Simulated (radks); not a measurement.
Fractional charge and spin in the 5p shell of thulium: the spin-up occupation runs from 2 to 3 and the spin-down occupation from 2 to 3; the fullest corner is Tm2+, [Kr] 4d10 4f(up 6.5, down 6.5) 5s2 5p(up 3, down 3). All-electron calculation, scalar-relativistic Kohn-Sham, BLYP, spin-polarised, spherical densities, point nucleus. Program: a radial shooting solver on a logarithmic mesh with Libxc functionals. Energy (eV) minus the two flat planes that join the four corners (they meet along the diagonal where the two added fractions sum to one electron); zero is where a piecewise linear energy would lie.

down \ up,2,2.5,3
2,0.000,-1.770,0.000
2.5,-1.770,0.216,-1.664
3,0.000,-1.664,0.000

Corners above the fullest one (they belong to Tm3+ and the next ion): (up 3, down 2) 47.878 eV, (up 2, down 3) 47.878 eV, (up 2, down 2) 110.37 eV. With half an added electron in each spin the energy lies 0.216 eV from the planes, and with half an added electron in spin up alone -1.770 eV. The planes are only a guide here: the flat-plane condition holds for ground states with one frontier orbital, while this shell lies below other occupied shells, so the corners above the fullest one are inner-hole states and not the ground states of those ions.
